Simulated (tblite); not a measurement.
C3H7ClOSi2.
Z-matrix (Å and degrees, GFN2-xTB geometry), rows numbered from 1:
```
O 
C   1  1.2053
C   2  1.5191  1  122.61
C   3  1.5221  2  111.24  1   135.34
Cl  4  1.7971  3  109.53  2   170.70
Si  4  1.9367  3  111.02  2    48.19
Si  2  1.9414  1  124.14  3   179.43
H   3  1.0954  2  106.35  1  -105.84
H   3  1.0934  2  110.05  1    10.82
H   4  1.0921  3  109.42  2   -74.90
H   6  1.4649  4  107.45  3  -153.03
H   6  1.4648  4  107.50  3    91.29
H   7  1.4619  2  108.44  1   -35.23
H   7  1.4660  2  106.95  1    80.78
```

Level: GFN2-xTB in tblite, geometry and Hessian alike; calculated harmonic values, unscaled, isolated species. This tight-binding method is rough: wavenumbers can miss measured ones by several per cent, in bad cases by 10 to 20. Modes of hydrogen on silicon can be 10 to 20 % off. One conformer, not necessarily the lowest.

Harmonic wavenumbers (cm⁻¹): 42.1, 84.4, 176.4, 234.9, 284.9, 299.8, 332.4, 388.4, 405.0, 444.4, 462.3, 535.9, 562.1, 585.8, 607.9, 641.7, 671.1, 764.2, 776.9, 800.6, 898.9, 1025.1, 1066.9, 1109.2, 1167.7, 1254.7, 1262.9, 1453.6, 1745.6, 2221.4, 2238.6, 2243.0, 2267.8, 2933.3, 2942.0, 2966.7.

A = 2308, B = 1031, C = 745.2 MHz; mass 149.972 u (most abundant isotopes); point group C1, symmetry number 1.

Zero-point energy?

Half the sum of the wavenumbers: 18949 cm⁻¹ = 226.68 kJ/mol.

What is S at 400 K and 1 bar for an ideal gas of classical rigid rotors and harmonic oscillators?

Translation 177.45, rotation 127.45, vibration 143.24: S = 448.1 J/(mol K).

And Cp and H(400 K) − H(0)?

Cp = 184.05 J/(mol K), of which vibrations give 150.79 (their classical limit is 36 R = 299.3); H(400 K) − H(0) = 44.29 kJ/mol without the zero-point energy, 30.99 from vibrations.

Which modes carry the vibrational entropy at 400 K?

42.1 cm⁻¹: 24.02; 84.4 cm⁻¹: 18.26; 176.4 cm⁻¹: 12.23; 234.9 cm⁻¹: 9.96; 284.9 cm⁻¹: 8.47; 299.8 cm⁻¹: 8.08 J/(mol K); the other 30 give 62.23 together.

Blend soft modes into free rotors: weight 1/[1 + (100 cm⁻¹/ν̃)⁴] for the oscillator and the rest for a rotor with moment μB/(μ + B), μ = h/(8π²ν), B = 10⁻⁴⁴ kg m². What vibrational entropy results?

133.20 J/(mol K) in place of 143.24, which changes −T·S at 400 K by +4.01 kJ/mol.

How do the functions run with temperature in this model?

```tsv
T (K)	S (J/(mol K))	Cp (J/(mol K))	H − H(0) (kJ/mol)	G − H(0) (kJ/mol)	ln q(vib)
150	316.3	90.5	8.76	-38.68	2.27
250	373.3	135.0	20.11	-73.21	4.43
298.15	398.6	153.0	27.05	-91.80	5.54
600	531.3	225.7	85.59	-233.19	12.45
900	630.7	263.4	159.49	-408.11	18.62
```

q(vib) and H(0) count from the zero-point level.

What must be added to the electronic energy to get the Gibbs energy at 400 K and 1 bar?

ZPE + [H(400 K) − H(0)] − T·S = 226.68 + 44.29 − 179.26 = 91.71 kJ/mol.

Hindered rotation and anharmonicity are outside this model. Other conformers, if any are populated, would add a mixing term that is left out. The structure is chiral; the term R ln 2 for an equal mix with its mirror image is left out.
